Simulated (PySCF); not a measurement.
Precursor series Ti NH2-H. Gas-phase values, no solvent. One relaxed conformer stands for each flexible species; it need not be the lowest.

The HOMO–LUMO gap from two functionals at the same geometries (BP86-D3(BJ)/def2-SVP), both in PySCF: PBE-D3(BJ)/def2-TZVP and B3LYP-D3(BJ)/def2-TZVP. B3LYP has the VWN-RPA correlation part, as in Gaussian. 

```
species                                   PBE-D3(BJ)/def2-TZVP (eV)  B3LYP-D3(BJ)/def2-TZVP (eV)
----------------------------------------  -------------------------  ---------------------------
0 of 4 NH2 replaced by H ([Ti(NH2)4])                          3.71                         5.58
1 of 4 NH2 replaced by H ([Ti(NH2)3(H)])                       3.97                         6.01
3 of 4 NH2 replaced by H ([Ti(NH2)(H)3])                       3.06                         5.32
4 of 4 NH2 replaced by H ([Ti(H)4])                            3.11                         5.39
```

Over these rows, drawn at random from the members with no instability flagged (it was tested for open shells, ions and some series alone), PBE minus B3LYP-D3(BJ): mean -2.11 eV, from -2.28 eV to -1.87 eV.
